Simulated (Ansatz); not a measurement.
A single point on C₂H₈GaNSi.

```yaml
crystal:
  periodic: [false, false, false]
  atoms:
    - {symbol: C, position_ang: [-1.189627, 0.728762, 1.029561]}
    - {symbol: N, position_ang: [-0.524643, 0.719556, -0.254065]}
    - {symbol: C, position_ang: [0.289347, 1.643156, -0.537534]}
    - {symbol: Ga, position_ang: [-1.162347, -0.974854, -1.627752]}
    - {symbol: Si, position_ang: [0.951431, -1.984698, -0.523154]}
    - {symbol: H, position_ang: [-2.270557, 0.723962, 0.872545]}
    - {symbol: H, position_ang: [-0.922320, -0.182871, 1.568873]}
    - {symbol: H, position_ang: [-0.913772, 1.599168, 1.632179]}
    - {symbol: H, position_ang: [0.799207, 1.632057, -1.497939]}
    - {symbol: H, position_ang: [0.505754, 2.459879, 0.154446]}
    - {symbol: H, position_ang: [1.349929, -3.404438, -0.783298]}
    - {symbol: H, position_ang: [2.117087, -1.155316, -0.993350]}
    - {symbol: H, position_ang: [0.990911, -1.839061, 0.974188]}
basis:
  gaussian: {orbitals: def2-QZVPP}
correlation: {method: mp2}
```

```sh
$ ansatz run in.yaml --threads 2 --pin off --events-out ev --progress --plain --max-ram 22528MiB --backend cuda --devices 0, --max-vram 18GiB
```

It prints (some lines left out):

```
Functional definition: HF
3444 factors; integrals over basis functions are off by at most 1.1e-3 eV
mean field evaluation 1: about -63863.6222 eV, gradient 3.2e1 eV
mean field evaluation 2: about -63863.7435 eV, gradient 3.2e1 eV
mean field evaluation 4: about -63867.4379 eV, gradient 6.0e0 eV
mean field evaluation 8: about -63867.5870 eV, gradient 4.4e-1 eV
mean field evaluation 16: about -63867.5898 eV, gradient 2.8e-6 eV
mean field -63867.58977294 eV, -2347.0906331482 hartree, gradient 2.8e-6 eV, S^2 0.000000; 0 other end points of the search recorded, 0 dependent functions left out; unrestricted orbitals would lower it
17 core orbitals not correlated: weight in the atoms' cores, before any rotation towards them, 1.000 or more for the frozen orbitals, at most 0.000 for the correlated occupied ones
reference -63867.58977294 eV, -2347.0906331482 hartree; 19, 19 occupied and 534, 534 virtual orbitals, 3444 factors
second order -32.19262074 eV of doubles, -0.00000000 eV of singles
Total energy: -63899.78239367 eV, -2348.2736901394 hartree
```

Hardware: 2 threads of an AMD EPYC 7R13 on a shared host and a share of an NVIDIA H100 80 GB. Wall time 9 s, peak host memory 1.1 GiB.
